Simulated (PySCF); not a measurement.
Constitutional and geometric isomers with formula CH9NSi2. Isolated molecules, 0 K electronic values unless said otherwise. One relaxed conformer stands for each flexible species; it need not be the lowest. Strings in code marks are SMILES.

The four lowest singlet excitations (Tamm–Dancoff). These are PySCF with PBE-D3(BJ)/def2-TZVP // PBE0-D4/def2-TZVP values and carry that method's errors. Excitations are Tamm–Dancoff values on a coarser integration grid. The basis has no diffuse functions, so Rydberg states are missing or too high.

| state | energy (eV) | wavelength (nm) | oscillator strength |
|---|---|---|---|
| S1 | 5.21 | 238 | 0.004 |
| S2 | 5.68 | 218 | 0.005 |
| S3 | 6.30 | 197 | 0.021 |
| S4 | 6.43 | 193 | 0.041 |

**Question.** Say which member gives these states.
A) `C[SiH2]N[SiH3]` (C–Si–N–Si torsion 75°)
B) `[SiH3]CN[SiH3]` (Si–C–N–Si torsion 155°)
C) `C[SiH2][SiH2]N`
D) `CN([SiH3])[SiH3]`

**Answer.** C, `C[SiH2][SiH2]N`
